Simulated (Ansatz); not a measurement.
Consider the substitution at a C–C bond: `C=CC(=C)C(=C)C=C` + HCl → `C=CC(=C)Cl` + `C=CC=C`.

Program: Ansatz. Geometries: PBE0-D4/def2-TZVP. ΔE: electronic, gas phase. CCSD(T)/CBS is the MP2 limit (def2-TZVPP, def2-QZVPP) plus CCSD(T) − MP2 in def2-TZVPP, frozen cores. This one scheme is used for every species. DFT in def2-TZVPP. B3LYP here is the variant with VWN-RPA as its local correlation; programs differ in this. Each species was taken in one conformer, which may not be the lowest.

| level | ΔE (kcal/mol) | difference from CCSD(T)/CBS |
| --- | --- | --- |
| PBE-D4 | 5.5 | -2.3 |
| r2SCAN-D4 | 5.6 | -2.2 |
| PBE0-D4 | 6.6 | -1.2 |
| B3LYP-D4 | 6.5 | -1.3 |
| ωB97X-V | 6.7 | -1.1 |
| B2PLYP | 5.2 | -2.6 |
| PBE | 2.9 | -4.9 |
| r2SCAN | 4.7 | -3.1 |
| PBE0 | 4.3 | -3.5 |
| HF/def2-TZVPP | 4.1 | -3.7 |
| SCS-MP2/def2-TZVPP | 8.5 | 0.7 |
| CCSD/def2-TZVPP | 8.2 | 0.4 |
| SCS-MP2/def2-QZVPP | 8.1 | 0.3 |
| HF/CBS(def2) | 4.1 | -3.7 |
| MP2/CBS(def2) | 9.0 | 1.2 |
| CCSD/CBS(def2) | 7.4 | -0.4 |
| CCSD(T)/CBS | 7.8 | 0 |

Largest T1 diagnostic among the species: 0.011.

From PBE to PBE0 (25 % exact exchange), in def2-TZVPP and without D4, ΔE moves by +1.4 kcal/mol. The D4 term adds +3.9 kcal/mol with B3LYP and +2.4 kcal/mol with PBE0; it sums over pairs of atoms, weighted by their polarisabilities, and B3LYP, whose exchange is more repulsive, gets the larger term. In def2-TZVPP, CCSD(T) changes the Hartree–Fock value by +4.4 kcal/mol (the triples alone add +0.4 kcal/mol) and MP2 by +5.6 kcal/mol.

CCSD(T)/CBS has its own doubt, a few kJ/mol and more with outer-core shells, so smaller differences from it don't rank the levels.
